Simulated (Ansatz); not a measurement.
C₂H₃FSeTe, SMILES `F/C([SeH])=C\[TeH]`. The species carries charge 0 and has multiplicity 1. Te takes the def2 core potential.

```json
{"atom": "F1", "x (Å)": "-1.023", "y (Å)": "0.336", "z (Å)": "0.998"}
{"atom": "C2", "x (Å)": "0.084", "y (Å)": "0.417", "z (Å)": "0.251"}
{"atom": "Se3", "x (Å)": "1.244", "y (Å)": "1.845", "z (Å)": "0.708"}
{"atom": "C4", "x (Å)": "0.282", "y (Å)": "-0.386", "z (Å)": "-0.784"}
{"atom": "Te5", "x (Å)": "-1.032", "y (Å)": "-1.832", "z (Å)": "-1.508"}
{"atom": "H6", "x (Å)": "1.461", "y (Å)": "1.385", "z (Å)": "2.090"}
{"atom": "H7", "x (Å)": "1.210", "y (Å)": "-0.301", "z (Å)": "-1.332"}
{"atom": "H8", "x (Å)": "-2.226", "y (Å)": "-1.464", "z (Å)": "-0.424"}
```

Task: What are the harmonic wavenumbers in cm⁻¹ at PBE0-D4/def2-TZVP (Ansatz, finite differences of forces, unscaled)? (Best estimate.)

Result: The calculation gave: 99, 131, 143, 178, 208, 339, 511, 586, 666, 787, 806, 834, 1055, 1247, 1679, 2179, 2412, 3239.

Task: Is this a minimum?

Result: Yes, all 18 modes are real.

Task: Give the ideal-gas thermochemistry at 298.15 K and 1 bar (rigid rotor, harmonic oscillator; point group C1, symmetry number 1).

Result: Zero-point energy 102.3 kJ/mol; H(298) − E = 123.7 kJ/mol; entropy 374.1 J/(mol·K), of which translation 177.8, rotation 125.1, vibration 71.1; G(298) − E = 12.1 kJ/mol. Modes under 100 cm⁻¹ are hindered rotations or soft bends, so the harmonic entropy is rough.
